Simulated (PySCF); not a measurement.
## Deuteron quadrupole couplings in `CO[C@@H]1CCC[C@H](C)C1`

Compound: C8H16O.
Geometry (GFN2-xTB, Å), atoms numbered from 1 in this order:
```xyz
25
C8H16O angstrom
C      3.4148    0.0645   -0.5630
O      2.1770    0.6227   -0.9125
C      1.0610    0.1001   -0.2104
C      0.6460   -1.2879   -0.7111
C     -0.6213   -1.7529   -0.0023
C     -1.7566   -0.7579   -0.2169
C     -1.3618    0.6273    0.2952
C     -2.4884    1.6343    0.0803
C     -0.0863    1.0907   -0.4074
H      3.4905   -0.9909   -0.8490
H      3.6004    0.1510    0.5158
H      4.1697    0.6329   -1.1037
H      1.3083    0.0354    0.8640
H      1.4498   -2.0062   -0.5379
H      0.4728   -1.2257   -1.7874
H     -0.9112   -2.7369   -0.3759
H     -0.4217   -1.8480    1.0680
H     -1.9887   -0.6957   -1.2824
H     -2.6541   -1.1024    0.3017
H     -1.1592    0.5527    1.3703
H     -3.3927    1.3124    0.5923
H     -2.7114    1.7343   -0.9798
H     -2.2053    2.6118    0.4636
H     -0.2657    1.1928   -1.4791
H      0.2233    2.0658   -0.0280
```

Level: PBE0/pcSseg-1 (PySCF, non-relativistic); Q(2H) = 0.00286 b; rigid geometry, the same for H and D, with no vibrational averaging.

Problem. Rank these positions by the coupling χzz of a deuteron there, largest first.
A. H22 (methyl hydrogen)
B. H11 (methyl hydrogen)
C. H13 (methine hydrogen)
D. H14 (methylene hydrogen)

Solution. A (211 kHz), D (206 kHz), B (194 kHz), C (184 kHz).

Problem. Give the electric field gradient Vzz (the principal value of largest size), its asymmetry and the 2H coupling at each hydrogen.

Solution. 
| atom | bonded to | bond length (Å) | Vzz (au) | η | χzz (kHz) |
| --- | --- | --- | --- | --- | --- |
| H10 | C1 | 1.096 | 0.2923 | 0.07 | 196 |
| H11 | C1 | 1.098 | 0.2891 | 0.08 | 194 |
| H12 | C1 | 1.089 | 0.3069 | 0.06 | 206 |
| H13 | C3 | 1.104 | 0.2743 | 0.07 | 184 |
| H14 | C4 | 1.092 | 0.3063 | 0.02 | 206 |
| H15 | C4 | 1.092 | 0.3037 | 0.00 | 204 |
| H16 | C5 | 1.092 | 0.3061 | 0.01 | 206 |
| H17 | C5 | 1.093 | 0.3025 | 0.01 | 203 |
| H18 | C6 | 1.092 | 0.3036 | 0.01 | 204 |
| H19 | C6 | 1.092 | 0.3054 | 0.02 | 205 |
| H20 | C7 | 1.097 | 0.2940 | 0.01 | 198 |
| H21 | C8 | 1.088 | 0.3157 | 0.02 | 212 |
| H22 | C8 | 1.088 | 0.3146 | 0.02 | 211 |
| H23 | C8 | 1.087 | 0.3162 | 0.02 | 213 |
| H24 | C9 | 1.091 | 0.3045 | 0.01 | 205 |
| H25 | C9 | 1.091 | 0.3060 | 0.02 | 206 |

Problem. How does χzz go with the bond length over the 16 C–H bonds?

Solution. A straight-line fit has a slope of -16.3 kHz for each 0.01 Å, with a correlation coefficient of -0.99, over lengths from 1.087 to 1.104 Å. The longer bonds have the smaller couplings here.

Problem. Give the 2H NMR doublet splittings at H23 for a magnetic field along the z, y and x axes of the gradient: 3χ/2, 3χ(1 + η)/4, 3χ(1 − η)/4.

Solution. With |χ| = 212.5 kHz and η = 0.016: 319, 162 and 157 kHz, to first order and without motion.

Isolated species at its GFN2-xTB geometry (one conformer only). GFN2-xTB bond lengths can be off by several hundredths of an ångström, more for odd bonds, and the gradients follow them. The basis is small and wasn't made for field gradients, so the couplings can be 20 % off.

The run behind these numbers computed NMR shieldings as well. Time: 52 s of wall time. Hardware: one thread of an Arm Neoverse V2, no GPU, on a shared host.
